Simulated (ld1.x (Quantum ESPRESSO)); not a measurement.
The numbers below are computed, except where a source is named.
Potentials for cobalt compared

Generated with ld1.x 7.5 (TM, RRKJ, ultrasoft, PAW), atompaw 4.2 or ONCVPSP 4.0.1. The cutoff is in Ry: for ld1.x and atompaw files where the sum of valence levels is converged to 10 mRy in a Bessel basis, for ONCV files where the hardest occupied wave has 1 mHa per electron of residual kinetic energy. The error is the largest all-electron minus pseudo excitation energy over each file’s own four to seven test configurations (ionisations up to +4, promotions, holes and added fractions of an electron), all of which were solved. The labels leave out finer settings (local radius, basis sizes, second energies), which also bear on the numbers. Spin-polarised tests are not counted. The rows are a selection from randomly drawn settings: files with unsolved tests, undetermined cutoffs or missed reference levels are left out.

| potential | cutoff (Ry) | largest error (meV) | bound ghosts |
| --- | --- | --- | --- |
| TM, PBEsol, scalar-relativistic, rc 1.85/2.40/1.50 (spd), local smoothed, core correction no, reference 3d7 4s0 4p0 | 110 | -212 | none |
| PAW, PBE, scalar-relativistic, rc 2.05/1.25/1.70 (spd), local smoothed, core correction yes, reference 3p6 3d7 4s1.5 4p0.5 | 60 | -56 | none |

Task: Fill in the row for Co: TM, PBE, scalar-relativistic, rc 2.15/3.40/1.35 (spd), local s, core correction no, reference 3d7 4s2 4p0.

Result: cutoff 140 Ry, largest error -1355 meV, bound ghosts: none.

Task: Fill in the row for Co: TM, PBE, scalar-relativistic, rc 2.15/2.40/1.65 (spd), local s, core correction no, reference 3d7 4s2 4p0.

Result: cutoff 100 Ry, largest error -256 meV, bound ghosts: none.

Task: Fill in the row for Co: TM, PBEsol, scalar-relativistic, rc 1.80/2.20/0.90 (spd), local smoothed, core correction yes, reference 3d7 4s1.5 4p0.5.

Result: cutoff 230 Ry, largest error -290 meV, bound ghosts: none.
